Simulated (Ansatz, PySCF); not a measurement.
GaFClBr, SMILES [F][Ga]([Cl])[Br]. Atoms are numbered in the order given.

```xyz
4

Ga    -0.3226     0.4925     0.0000
F     -2.0204     0.8924     0.0000
Cl     1.0651     2.1087     0.0000
Br     0.2879    -1.6899     0.0000
```

Coordinates come from a B3LYP-D3(BJ)/def2-SVP optimisation.

Vertical ionisation energy (IE) and electron affinity (EA) in eV. Rows of orbital energies are one-electron estimates. Where ΔSCF, EOM or ADC give a negative EA the extra electron is unbound and the value depends on the basis.

```json
[
 {"level": "−ε(HOMO), −ε(LUMO), PBE0/def2-TZVPD (PySCF)", "IE": "9.23", "EA": "2.38"},
 {"level": "−ε(HOMO), −ε(LUMO), PBE/def2-TZVPD (PySCF)", "IE": "7.90", "EA": "3.30"},
 {"level": "ΔSCF, PBE0/def2-SVPD (Ansatz), final states of multiplicity 2 and 2", "IE": "11.56", "EA": "0.78"},
 {"level": "ΔSCF, PBE/def2-SVPD (Ansatz), final states of multiplicity 2 and 2", "IE": "11.10", "EA": "0.90"}
]
```

Q: What vertical singlet–triplet gap does ΔSCF give with PBE0/def2-SVPD (Ansatz, a first-principles code) and with PBE/def2-SVPD (Ansatz)? (The exact figures need the calculation; the answer reports its results.)

A: 5.29 and 4.78 eV (triplet above singlet where positive).
